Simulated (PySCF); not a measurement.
C2H8O2Si. Atoms are numbered in the order given.

```xyz
13

C      2.1539    -0.3073     0.2708
Si     0.4555     0.1998    -0.3282
O     -0.1916     1.4735     0.5652
C     -0.8521    -1.1263    -0.0364
O     -2.1432    -0.5559    -0.1928
H      2.8929     0.4983     0.1328
H      2.5120    -1.1876    -0.2891
H      2.1289    -0.5689     1.3409
H      0.5205     0.6033    -1.7670
H      0.0374     2.3703     0.3047
H     -0.7184    -1.5862     0.9661
H     -0.7551    -1.9500    -0.7642
H     -2.1282     0.2847     0.2847
```

Coordinates come from a ωB97X-D3(BJ)/def2-SVP optimisation. The structure was generated by enumeration; whether it is a known compound was not checked. One conformer was computed; it need not be the lowest.

Level of theory: B3LYP/pcSseg-1 run with PySCF.

GIAO shieldings, no solvent; atoms listed in one row are averaged. δ = σ(ref) − σ: ¹³C against TMS (σ = 181.3 ppm); ²⁹Si against TMS (σ = 338.7 ppm); ¹⁷O against H2O (σ = 333.8 ppm); ¹H against TMS (σ = 31.68 ppm), references at their B3LYP-D3(BJ)/def2-TZVP geometries, non-relativistic.

Problem. Estimate the chemical shifts. (An estimate is asked for; the answer gives what the named calculation found.)

Solution. 
```
nucleus       atoms  count  δ (ppm)
-------  ----------  -----  -------
¹³C              C4      1     57.0
¹³C              C1      1      1.3
²⁹Si            Si2      1      2.3
¹⁷O              O3      1     23.1
¹⁷O              O5      1     -1.7
¹H               H9      1     5.13
¹H              H11      1     3.76
¹H              H12      1     3.64
¹H              H13      1     1.34
¹H              H10      1     1.23
¹H       H6, H7, H8      3     0.44
```
